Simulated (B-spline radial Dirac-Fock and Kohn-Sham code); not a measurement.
Kohn-Sham estimates against Dirac-Fock for the levels of Dy³⁸⁺

System: dysprosium as Dy³⁸⁺ in the configuration [Ar] 3d10.

The density-functional columns are spherical, spin-unpolarised Dirac-Kohn-Sham results without Breit or QED terms: −ε is minus the orbital energy of the initial state and ΔSCF the difference of two total energies. The reference in the last column comes from Dirac-Fock energy differences between relaxed states, corrected for Breit and QED terms. All numbers are from a radial finite-basis atomic code, in eV; a selection of levels is shown. For the 1s level of heavy atoms much of the gap between ΔSCF and the reference is the Breit and QED part, -238.2 eV here; for other levels the error of the functional can be larger.

```csv
level,LDA −ε,LDA ΔSCF,Dirac-Fock
K,55225.1,55731.5,55503.9
L1,10553.7,10668.5,10723.4
L2,10131.1,10270.1,10260.9
L3,9327.4,9454.1,9465.6
M1,3532.4,3581.6,3621.4
M2,3350.2,3401.6,3423.7
M3,3175.5,3224.5,3248.2
M4,2867.3,2922.6,2920.8
M5,2828.4,2882.7,2882.9
```

For the outermost level NIST gives 2882 ± 4 eV (theoretical); the differences from it are LDA −ε -53.63, LDA ΔSCF +0.74, Dirac-Fock +0.88 eV.

Values without a named source are computed, but for edge energies of neutral atoms, which are taken from tables.
